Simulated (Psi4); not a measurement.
Cl₄OW (SMILES [O]=[W]([Cl])([Cl])([Cl])[Cl]), singlet, at a GFN2-xTB geometry (such geometries of metal compounds can be far from the true shape) (core potentials on W), with bond 2-1 at 1.3 times its length; R2SCAN/def2-SVP in Psi4.

The Psi4 input:
```
memory 2 GB

molecule {
0 1
  W     0.16461245   -0.05051104   -0.09004072
  O     2.00505498   -0.61524759   -1.09673715
  Cl    0.48222147   -0.52046481    2.10349082
  Cl   -1.21233975    0.74450032   -1.70412629
  Cl   -1.15304426   -1.89345041   -0.11588472
  Cl    0.42292598    2.11748592    0.51524926
}

set basis def2-svp
set guess modhuckel

energy('r2scan')
print_variables()
```

It wrote (shortened):

```
   => Loading Basis Set <=

    Name: DEF2-SVP
    Role: ORBITAL
    Keyword: BASIS

    !!!  WARNING: ECP capability is in beta. Please check occupations closely.  !!!

         ---------------------------------------------------------
                                   SCF
               by Justin Turney, Rob Parrish, Andy Simmonett
                          and Daniel G. A. Smith
                              RKS Reference
         ---------------------------------------------------------

  ==> Geometry <==

    Molecular point group: c1
    Full point group: C1

    Geometry (in Angstrom), charge = 0, multiplicity = 1:

       Center              X                  Y                   Z               Mass
    ------------   -----------------  -----------------  -----------------  -----------------
         W            0.131393517177    -0.040317869478    -0.071870425931   183.950930920000
         O            1.971836047177    -0.605054419478    -1.078566855931    15.994914619570
         CL           0.449002537177    -0.510271639478     2.121661114069    34.968852682000
         CL          -1.245558682823     0.754693490522    -1.685955995931    34.968852682000
         CL          -1.186263192823    -1.883257239478    -0.097714425931    34.968852682000
         CL           0.389707047177     2.127679090522     0.533419554069    34.968852682000

  Running in c1 symmetry.

  Rotational constants: A =      0.03716  B =      0.03716  C =      0.02541 [cm^-1]
  Rotational constants: A =   1113.98844  B =   1113.98844  C =    761.86343 [MHz]
  Nuclear repulsion =  599.685963495511032

  Charge       = 0
  Multiplicity = 1
  Electrons    = 90
  Nalpha       = 45
  Nbeta        = 45

  ==> Algorithm <==

  SCF Algorithm Type is DF.
  DIIS enabled.
  MOM disabled.
  Fractional occupation disabled.
  Guess Type is MODHUCKEL.
  Energy threshold   = 1.00e-06
  Density threshold  = 1.00e-06
  Integral threshold = 1.00e-12

  ==> Primary Basis <==

  Basis Set: DEF2-SVP
    Blend: DEF2-SVP
    Number of shells: 50
    Number of basis functions: 118
    Number of Cartesian functions: 128
    Spherical Harmonics?: true
    Max angular momentum: 3

  Core potential: DEF2-SVP
    Number of shells: 4
    Number of ECP primitives: 10
    Number of ECP core electrons: 60
    Max angular momentum: 3

  ==> DFT Potential <==

   => LibXC <=

    Version 7.1.2
    S. Lehtola, C. Steigemann, M. J. T. Oliveira, and M. A. L. Marques,  SoftwareX 7, 1–5 (2018) (10.1016/j.softx.2017.11.002)

   => Composite Functional: R2SCAN <=

    r2SCAN Meta-GGA XC Functional  (0.1021/acs.jpclett.0c02405)
    J. W. Furness, A. D. Kaplan, J. Ning, J. P. Perdew, J. Sun  J. Phys. Chem. Lett.  11, 8208–8215, 2020

    Deriv               =              1
    GGA                 =           TRUE
    Meta                =           TRUE

    Exchange Hybrid     =          FALSE
    MP2 Hybrid          =          FALSE

   => Exchange Functionals <=

    1.0000   XC_MGGA_X_R2SCAN

   => Correlation Functionals <=

    1.0000   XC_MGGA_C_R2SCAN

   => LibXC Density Thresholds  <==

    XC_MGGA_C_R2SCAN:  1.00E-15
    XC_MGGA_X_R2SCAN:  1.00E-11

   => Molecular Quadrature <=

    Radial Scheme          =       TREUTLER
    Pruning Scheme         =           NONE
    Nuclear Scheme         =       TREUTLER

    Blocking Scheme        =         OCTREE
    BS radius alpha        =              1
    Pruning alpha          =              1
    Radial Points          =             75
    Spherical Points       =            302
    Total Points           =         129321
    Total Blocks           =           1106
    Max Points             =            254
    Max Functions          =            106
    Weights Tolerance      =       1.00E-15

   => Loading Basis Set <=

    Name: (DEF2-SVP AUX)
    Role: JKFIT
    Keyword: DF_BASIS_SCF

  ==> Integral Setup <==

  SCF_SUBTYPE=INCORE selected. In-core MEM_DF algorithm will be used.
  Using in-core AOs.

[...]

   -------------------------------------------------------
    Irrep   Nso     Nmo     Nalpha   Nbeta   Ndocc  Nsocc
   -------------------------------------------------------
     A        118     118      45      45      45       0
   -------------------------------------------------------
    Total     118     118      45      45      45       0
   -------------------------------------------------------

  ==> Iterations <==

                           Total Energy        Delta E     RMS |[F,P]|

   @DF-RKS iter   1: -1980.44877696530102   -1.98045e+03   5.91395e-02 ADIIS/DIIS
   @DF-RKS iter   2: -1965.03208327627135    1.54167e+01   3.87768e-02 ADIIS/DIIS
   @DF-RKS iter   3: -1976.73148005977828   -1.16994e+01   2.61004e-02 ADIIS/DIIS
   @DF-RKS iter   4: -1982.21388947634728   -5.48241e+00   5.32279e-03 ADIIS/DIIS
   @DF-RKS iter   5: -1976.57924946736148    5.63464e+00   2.02600e-02 ADIIS/DIIS
   @DF-RKS iter   6: -1982.41540717532621   -5.83616e+00   3.60898e-03 ADIIS/DIIS
   @DF-RKS iter   7: -1982.45933872659907   -4.39316e-02   2.41237e-03 ADIIS/DIIS
   @DF-RKS iter   8: -1982.37273343440870    8.66053e-02   4.25524e-03 ADIIS/DIIS
   @DF-RKS iter   9: -1982.42340230847071   -5.06689e-02   3.41499e-03 ADIIS/DIIS
   @DF-RKS iter  10: -1982.49218683224035   -6.87845e-02   1.28969e-03 ADIIS/DIIS
   @DF-RKS iter  11: -1982.50121535842868   -9.02853e-03   6.26262e-04 ADIIS/DIIS
   @DF-RKS iter  12: -1982.50024360618090    9.71752e-04   7.72169e-04 ADIIS/DIIS
   @DF-RKS iter  13: -1982.50397517063038   -3.73156e-03   1.32314e-04 ADIIS/DIIS
   @DF-RKS iter  14: -1982.50404501321782   -6.98426e-05   8.10165e-05 DIIS
   @DF-RKS iter  15: -1982.50409397401995   -4.89608e-05   4.68505e-05 DIIS
   @DF-RKS iter  16: -1982.50410811405254   -1.41400e-05   4.54926e-06 DIIS
   @DF-RKS iter  17: -1982.50410810486255    9.18999e-09   5.68009e-06 DIIS
   @DF-RKS iter  18: -1982.50410831964655   -2.14784e-07   1.88206e-07 DIIS
  Energy and wave function converged.

  ==> Post-Iterations <==

   Electrons on quadrature grid:
      Ntotal   =   90.0000123471 ; deviation = 1.235e-05

    Orbital Energies [Eh]
    ---------------------

    Doubly Occupied:

[...]
    Virtual:

[...]
     118A    575.974061

    Final Occupation by Irrep:
              A
    DOCC [    45 ]
    NA   [    45 ]
    NB   [    45 ]

  @DF-RKS Final Energy: -1982.50410831964655

   => Energetics <=

    Nuclear Repulsion Energy =            599.6859634955110323
    One-Electron Energy =               -3951.8100284916940836
    Two-Electron Energy =                1498.4732019842963382
    DFT Exchange-Correlation Energy =    -128.8532453077600053
    Empirical Dispersion Energy =           0.0000000000000000
    VV10 Nonlocal Energy =                  0.0000000000000000
    Total Energy =                      -1982.5041083196465479

Computation Completed

Properties will be evaluated at   0.000000,   0.000000,   0.000000 [a0]

Properties computed using the SCF density matrix

 Multipole Moments:

 ------------------------------------------------------------------------------------
     Multipole            Electronic (a.u.)      Nuclear  (a.u.)        Total (a.u.)
 ------------------------------------------------------------------------------------

 L = 1.  Multiply by 2.5417464519 to convert [e a0] to [Debye]
 Dipole X            :         17.0389604          -17.8932712           -0.8543108
 Dipole Y            :         -5.2283922            5.4905188            0.2621265
 Dipole Z            :         -9.3200452            9.7873704            0.4673253
 Magnitude           :                                                    1.0084395

 ------------------------------------------------------------------------------------

  Variable Map:
  ----------------------------------------------------------------------------
[...]
  Array Variable Map:
  ----------------------------------------------------------------------------
[...]
[...]
```
